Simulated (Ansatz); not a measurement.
Coupled-cluster run, `[F][GeH]([Cl])[N]([SiH3])[SiH3]`.

```yaml
crystal:
  periodic: [false, false, false]
  atoms:
    - {symbol: F, position_ang: [2.063480, 0.671243, 1.707920]}
    - {symbol: Ge, position_ang: [1.488615, 0.936637, 0.098314]}
    - {symbol: Cl, position_ang: [0.971994, 3.005379, -0.008787]}
    - {symbol: N, position_ang: [0.022747, -0.117564, -0.026789]}
    - {symbol: Si, position_ang: [-0.697722, -0.805993, 1.407965]}
    - {symbol: Si, position_ang: [-0.758572, -0.298383, -1.569991]}
    - {symbol: H, position_ang: [2.608270, 0.641093, -0.893597]}
    - {symbol: H, position_ang: [-1.965256, -1.435388, 0.948921]}
    - {symbol: H, position_ang: [0.174162, -1.841920, 2.012868]}
    - {symbol: H, position_ang: [-0.997322, 0.238688, 2.417127]}
    - {symbol: H, position_ang: [-0.939188, -1.735040, -1.899242]}
    - {symbol: H, position_ang: [-2.083977, 0.369822, -1.600959]}
    - {symbol: H, position_ang: [0.133268, 0.336527, -2.579050]}
basis:
  gaussian: {orbitals: def2-SVP}
correlation: {method: ccsd_t}
```

```sh
$ ansatz run in.yaml --threads 2 --pin off --events-out ev --progress --plain --max-ram 32768MiB --backend cuda --devices 0, --max-vram 18GiB
```

Log, shortened:

```
Functional definition: HF
1429 factors; integrals over basis functions are off by at most 1.3e-3 eV
mean field evaluation 1: about -88980.6903 eV, gradient 4.0e1 eV
mean field evaluation 2: about -88980.7237 eV, gradient 4.0e1 eV
mean field evaluation 4: about -88984.5874 eV, gradient 3.6e0 eV
mean field evaluation 8: about -88984.6380 eV, gradient 1.9e-4 eV
mean field -88984.63803768 eV, -3270.1251319306 hartree, gradient 2.2e-6 eV, S^2 0.000000; 0 other end points of the search recorded, 0 dependent functions left out
26 core orbitals not correlated: weight in the atoms' cores, before any rotation towards them, 1.000 or more for the frozen orbitals, at most 0.000 for the correlated occupied ones
reference -88984.63803768 eV, -3270.1251319306 hartree; 24, 24 occupied and 99, 99 virtual orbitals, 1429 factors
second order -24.81380050 eV of doubles, -0.00000000 eV of singles
cycle   1  -25.46025589 eV  change   -6.5e-1 eV  update   1.2e-1
cycle   2  -26.20954412 eV  change   -7.5e-1 eV  update   3.5e-2
cycle   3  -26.35757490 eV  change   -1.5e-1 eV  update   1.8e-2
cycle   4  -26.34811798 eV  change    9.5e-3 eV  update   3.6e-3
cycle   5  -26.34605710 eV  change    2.1e-3 eV  update   1.5e-3
cycle   6  -26.34627155 eV  change   -2.1e-4 eV  update   3.8e-4
cycle   7  -26.34602890 eV  change    2.4e-4 eV  update   1.4e-4
cycle   8  -26.34599096 eV  change    3.8e-5 eV  update   4.4e-5
perturbative correction -0.65191488 eV, -0.0239574299 hartree
Total energy: -89011.63594351 eV, -3271.1172866702 hartree
```

It took 17 s on 2 threads of an AMD EPYC 7R13 on a shared host and a share of an NVIDIA H100 80 GB, with 0.76 GiB of host memory at the peak.

MP2 recovers 91.9 % of the CCSD(T) correlation energy and the triples give 2.4 %; T1 = 0.0112.
